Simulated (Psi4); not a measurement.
Pair of molecules, SMILES N with SMILES FCF (the first has 4 atoms); geometry from B3LYP-D3(BJ)/def2-TZVP, rigid monomers moved along the line of their centres of mass till N1···H8 is 4.22 Å.
(charge 0, multiplicity 1):
```xyz
9

N     -0.009    -0.099    -0.119
H     -1.022    -0.082    -0.172
H      0.319     0.833    -0.349
H      0.321    -0.723    -0.846
F     -1.045    -0.415     5.498
C      0.278    -0.310     5.164
F      0.727     0.909     5.592
H      0.368    -0.359     4.078
H      0.828    -1.085     5.701
```

The numbers are results of SAPT0/jun-cc-pV(D+d)Z (Psi4 1.11), not measurements.

**Question.** Give the four SAPT terms and the total, and say what mostly holds the pair together.

**Answer.** electrostatics -0.95, exchange 0.01, induction -0.03, dispersion -0.05, total -1.03 kcal/mol; the largest attraction is electrostatics.
